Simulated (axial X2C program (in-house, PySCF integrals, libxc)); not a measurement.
# SnCl⁻: a run with one poor setting

Computed with an in-house all-electron X2C program for linear molecules (integrals from PySCF). Spin-free means the one-electron spin-free X2C Hamiltonian. Basis: Sn dyall-av3z [12s13p10d2f], Cl dyall-av3z [9s8p3d2f] (cores contracted in-house); Gaussian nuclei, density fitting, unrestricted open shells. Masses: Sn 119.902 u, Cl 34.969 u.

One setting of this run was spoiled on purpose, so its numbers are not properties of SnCl⁻. Level: HF, without spin–orbit coupling; state M_S = 1, Λ = 0 (beyond evenly filled blocks: π+α, π-α).

```json
{"R (Å)": "2.224", "E − E(lowest point) (eV)": "not converged", "SCF iterations": "10"}
{"R (Å)": "2.326", "E − E(lowest point) (eV)": "not converged", "SCF iterations": "10"}
{"R (Å)": "2.403", "E − E(lowest point) (eV)": "not converged", "SCF iterations": "10"}
{"R (Å)": "2.479", "E − E(lowest point) (eV)": "not converged", "SCF iterations": "10"}
{"R (Å)": "2.556", "E − E(lowest point) (eV)": "not converged", "SCF iterations": "10"}
{"R (Å)": "2.646", "E − E(lowest point) (eV)": "not converged", "SCF iterations": "10"}
{"R (Å)": "2.735", "E − E(lowest point) (eV)": "not converged", "SCF iterations": "10"}
{"R (Å)": "2.850", "E − E(lowest point) (eV)": "not converged", "SCF iterations": "10"}
{"R (Å)": "2.990", "E − E(lowest point) (eV)": "not converged", "SCF iterations": "10"}
{"R (Å)": "3.195", "E − E(lowest point) (eV)": "not converged", "SCF iterations": "10"}
```

Output at the reference distance (the second, level-shifted attempt; the first did not converge):

```
spin-free X2C-1e  HF
basis functions 177  fitting functions 906  grid points 5083
iter        total energy     max residual
   1      -6634.847502101     1.99e-01
   2      -6634.872911556     5.16e-03
   3      -6634.874462790     2.74e-03
   4      -6634.874870241     1.62e-03
   5      -6634.875013667     1.02e-03
NOT converged
one-electron -9493.84668725  Coulomb 2874.91588410  exact exchange -191.92254749  xc functional 0.00000000  nuclear repulsion 175.97833696
```

Problem. Which setting was spoiled?
A. density fitting set too sparse
B. an excited determinant was followed
C. virtual space cut too low
D. integration grid too coarse
E. too few iterations allowed

Solution. E. Too few iterations allowed: 5 iterations an attempt, two attempts.
